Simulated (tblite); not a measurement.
Compound: C₇H₉NOS.
Structure used (GFN2-xTB), in Å, numbered top down from 1:
```xyz
19
C7H9NOS angstrom
C     -1.6483   -1.4253   -0.1474
C     -0.2827   -0.8286   -0.0522
C      0.8223   -1.5983    0.2950
C      2.0780   -1.0497    0.3895
N      2.2952    0.2637    0.1483
O      3.4439    0.7602    0.2380
C      1.2338    1.0301   -0.1911
C     -0.0472    0.5293   -0.3042
C     -1.1546    1.4709   -0.6427
S     -2.1151    1.9179    0.8631
H     -2.0142   -1.3831   -1.1736
H     -2.3495   -0.8761    0.4793
H     -1.6334   -2.4643    0.1700
H      0.6998   -2.6506    0.5004
H      2.9528   -1.6205    0.6592
H      1.4640    2.0694   -0.3747
H     -1.8853    1.0202   -1.3116
H     -0.7791    2.3950   -1.0791
H     -1.0902    2.4491    1.5262
```

Calculated harmonic vibrations of the isolated species, GFN2-xTB (tblite), most abundant isotopes, no scaling. This tight-binding method is rough: wavenumbers can miss measured ones by several per cent, in bad cases by 10 to 20. Modes of hydrogen on sulfur can be 10 to 20 % off. One conformer, not necessarily the lowest.

Harmonic wavenumbers (cm⁻¹): 60.6, 99.8, 129.4, 160.0, 209.3, 247.1, 304.7, 329.3, 337.0, 423.3, 449.3, 496.5, 552.7, 608.1, 663.8, 707.0, 758.9, 776.6, 798.5, 825.4, 858.3, 903.5, 939.9, 1000.7, 1025.2, 1027.9, 1106.1, 1139.4, 1177.1, 1216.0, 1224.9, 1251.6, 1277.5, 1387.9, 1403.5, 1431.9, 1447.8, 1474.2, 1478.9, 1502.5, 1525.3, 1626.6, 2438.9, 2997.6, 2998.9, 3016.7, 3022.0, 3054.6, 3097.3, 3101.8, 3117.5.

A = 1896, B = 801.9, C = 612.9 MHz; mass 155.040 u (most abundant isotopes); point group C1, symmetry number 1.

Question: Zero-point energy?

Answer: Half the sum of the wavenumbers: 31605 cm⁻¹ = 378.07 kJ/mol.

Question: Entropy at 500 K, 1 bar (ideal gas, RRHO, classical rotation)?

Answer: Translation 182.51, rotation 132.90, vibration 201.70: S = 517.1 J/(mol K).

Question: And Cp and H(500 K) − H(0)?

Answer: Cp = 246.55 J/(mol K), of which vibrations give 213.29 (their classical limit is 51 R = 424.0); H(500 K) − H(0) = 70.82 kJ/mol without the zero-point energy, 54.19 from vibrations.

Question: Which modes carry the vibrational entropy at 500 K?

Answer: 60.6 cm⁻¹: 22.85; 99.8 cm⁻¹: 18.72; 129.4 cm⁻¹: 16.58; 160.0 cm⁻¹: 14.84; 209.3 cm⁻¹: 12.65; 247.1 cm⁻¹: 11.32 J/(mol K); the other 45 give 104.75 together.

Question: How do the functions run with temperature in this model?

Answer: 
```csv
T (K),S (J/(mol K)),Cp (J/(mol K)),H − H(0) (kJ/mol),G − H(0) (kJ/mol),ln q(vib)
50,247.1,50.1,1.96,-10.40,0.29
100,289.4,74.4,5.08,-23.86,1.20
298.15,411.3,165.4,28.79,-93.83,5.98
373.15,452.0,198.6,42.46,-126.21,7.92
750,630.5,311.6,141.27,-331.59,17.62
1000,726.1,352.4,224.63,-501.49,23.61
```

q(vib) and H(0) count from the zero-point level.

Hindered rotation and anharmonicity are outside this model. Other conformers, if any are populated, would add a mixing term that is left out. The structure is chiral; the term R ln 2 for an equal mix with its mirror image is left out.
